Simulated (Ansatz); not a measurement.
Job for Ansatz (a quantum-chemistry and plane-wave program): U-CCSD(T)/def2-QZVPP on LiMg, 2S+1 = 2, a spin state set in the input, which need not be the lowest, a point of a bond scan (R = 3.112 Å). Files ending in .json are basis or fitting sets from the Basis Set Exchange.

Ansatz 0.2 input:
```yaml
crystal:
  periodic: [false, false, false]
  atoms:
    - {symbol: Li, position_ang: [0.00000000, 0.00000000, 0.00000000]}
    - {symbol: Mg, position_ang: [0.00000000, 0.00000000, 3.11203700]}
basis:
  gaussian:
    orbitals: def2-QZVPP.json
    pivot_positions_ang: [[0.00000000, 0.00000000, 0.00000000], [0.00000000, 0.00000000, 3.11203700]]
magnetization: {spin_polarized: true, initial_magnetization: 1}
correlation: {method: ccsd_t, electrons: valence}
output: {orbitals: {seedname: ./end}}
```

Problem. Predict the final total energy.

Solution. -207.3301 hartree (reference determinant -207.0472, T1 diagnostic 0.032). Its determinant has ⟨S²⟩ = 0.86, a mixture of spin states.

Problem. How many basis functions does it have, and what does it roughly cost on one machine?

Solution. 98 functions; very roughly 26 core-seconds.
